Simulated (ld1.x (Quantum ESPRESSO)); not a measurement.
# An all-electron radial function and its pseudo partner (silver (Ag))

Columns: radius, all-electron u(r) and pseudo u(r) of the 4s shell (level -97.00 eV) of silver in the configuration [Ar] 3d10 4s2 4p6 4d10 5s0 5p1; PBEsol, scalar-relativistic, TM scheme, ld1.x (Quantum ESPRESSO) 7.5.

```csv
r (bohr),all-electron,pseudo
0.093,-0.4444,-0.1089
0.185,0.2657,-0.2228
0.278,0.6822,-0.3508
0.370,0.4027,-0.4952
0.463,-0.1509,-0.6606
0.555,-0.6568,-0.8359
0.648,-1.0059,-1.0040
0.740,-1.1823,-1.1300
0.833,-1.2244,-1.1861
0.925,-1.1758,-1.1614
1.018,-1.0740,-1.0716
1.110,-0.9494,-0.9493
1.203,-0.8177,-0.8177
1.295,-0.6930,-0.6930
1.388,-0.5782,-0.5782
1.480,-0.4784,-0.4784
1.573,-0.3917,-0.3917
1.665,-0.3194,-0.3194
1.758,-0.2584,-0.2584
1.850,-0.2087,-0.2087
1.943,-0.1675,-0.1675
2.035,-0.1344,-0.1344
2.128,-0.1073,-0.1073
2.220,-0.0856,-0.0856
2.313,-0.0681,-0.0681
2.405,-0.0542,-0.0542
```

(1) How many radial nodes do the two functions have?

(2) At about which radius was the pseudo-wave matched?

(3) Is the pseudo-wave norm-conserving?

Results:

(1) The all-electron 4s function has n − l − 1 = 3 (the table is too coarse to show those close to the nucleus); the pseudo-wave has 0, since the states of the same l below it are removed with the core.

(2) 1.20 bohr, where the columns begin to agree (steps of 0.09 bohr).

(3) Yes: the TM scheme keeps the norm inside the radius equal to the all-electron one, which fixes the energy derivative of the logarithmic derivative at the level.
